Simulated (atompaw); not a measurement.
**An all-electron radial function and its pseudo partner (Co (Z = 27))**

Columns: radius, all-electron u(r) and pseudo u(r) of the 4p shell (level -4.18 eV) of cobalt in the configuration [Ar] 3d7 4s1.5 4p0; PBEsol, scalar-relativistic, PAW (atompaw) scheme, atompaw 4.2.0.5.

| r (bohr) | all-electron | pseudo |
| --- | --- | --- |
| 0.115 | 0.1198 | 0.0014 |
| 0.231 | 0.0553 | 0.0057 |
| 0.346 | -0.0804 | 0.0127 |
| 0.462 | -0.1760 | 0.0226 |
| 0.577 | -0.2085 | 0.0354 |
| 0.692 | -0.1913 | 0.0509 |
| 0.808 | -0.1421 | 0.0695 |
| 0.923 | -0.0768 | 0.0908 |
| 1.038 | -0.0049 | 0.1148 |
| 1.154 | 0.0681 | 0.1418 |
| 1.269 | 0.1375 | 0.1712 |
| 1.385 | 0.2024 | 0.2032 |
| 1.500 | 0.2609 | 0.2371 |
| 1.615 | 0.3132 | 0.2726 |
| 1.731 | 0.3598 | 0.3097 |
| 1.846 | 0.4000 | 0.3469 |
| 1.962 | 0.4349 | 0.3841 |
| 2.077 | 0.4642 | 0.4196 |
| 2.192 | 0.4886 | 0.4527 |
| 2.308 | 0.5087 | 0.4825 |
| 2.423 | 0.5244 | 0.5074 |
| 2.538 | 0.5363 | 0.5269 |
| 2.654 | 0.5447 | 0.5406 |
| 2.769 | 0.5499 | 0.5487 |
| 2.885 | 0.5522 | 0.5521 |
| 3.000 | 0.5519 | 0.5519 |

**Question.** How many radial nodes do the two functions have?

**Answer.** The all-electron 4p function has n − l − 1 = 2; the pseudo-wave has 0, since the states of the same l below it are removed with the core.

**Question.** Where does each function peak?

**Answer.** Outermost all-electron maximum near 2.88 bohr, pseudo maximum near 2.88 bohr (to the table’s step).

**Question.** Is the pseudo-wave norm-conserving?

**Answer.** No, it belongs to a PAW set: the norm inside the radius is not constrained, and the difference is carried by the augmentation charge.
